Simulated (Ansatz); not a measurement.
`C[SiH](Cl)[SiH2][AlH2]` and `BS[SiH](C)Cl` differ in one atom or group.

Ansatz, PBE0-D4/def2-TZVP geometries, multiplicity 1. Each molecule was computed in one conformer, which needn't be the lowest. `C[SiH](Cl)[SiH2][AlH2]` holds a close contact that its SMILES doesn't draw: Al···Cl 2.52 Å.

```json
{"property": "size of the dipole moment (ωB97M-V/def2-TZVPP) / D", "`C[SiH](Cl)[SiH2][AlH2]`": "2.73"}
{"property": "LUMO energy (B3LYP/def2-TZVPP) / eV", "`C[SiH](Cl)[SiH2][AlH2]`": "-1.20"}
{"property": "LUMO energy (PBE/def2-TZVPP) / eV", "`C[SiH](Cl)[SiH2][AlH2]`": "-1.84"}
{"property": "HOMO–LUMO gap (B3LYP/def2-TZVPP) / eV", "`C[SiH](Cl)[SiH2][AlH2]`": "5.62"}
{"property": "HOMO–LUMO gap (ωB97M-V/def2-TZVPP) / eV", "`C[SiH](Cl)[SiH2][AlH2]`": "9.56"}
{"property": "size of the dipole moment (PBE/def2-TZVPP) / D", "`C[SiH](Cl)[SiH2][AlH2]`": "2.75"}
```

**Question.** Give the same properties after the change, and the shifts. (An estimate is asked.)

**Answer.** Computed: 
| property | `BS[SiH](C)Cl` | shift |
| --- | --- | --- |
| size of the dipole moment (ωB97M-V/def2-TZVPP) / D | 1.81 | -0.92 |
| LUMO energy (B3LYP/def2-TZVPP) / eV | -1.80 | -0.60 |
| LUMO energy (PBE/def2-TZVPP) / eV | -2.56 | -0.72 |
| HOMO–LUMO gap (B3LYP/def2-TZVPP) / eV | 6.28 | 0.66 |
| HOMO–LUMO gap (ωB97M-V/def2-TZVPP) / eV | 10.79 | 1.23 |
| size of the dipole moment (PBE/def2-TZVPP) / D | 1.73 | -1.02 |

With PBE0 the HOMO falls by 1.31 eV and the LUMO falls by 0.56 eV, so the gap widens by about 0.75 eV. PBE moves the HOMO by -1.18 eV and ωB97M-V by -1.52 eV. Dipoles are sizes alone; their direction can turn.

B3LYP here is the variant with VWN-RPA as its local correlation; programs differ in this.
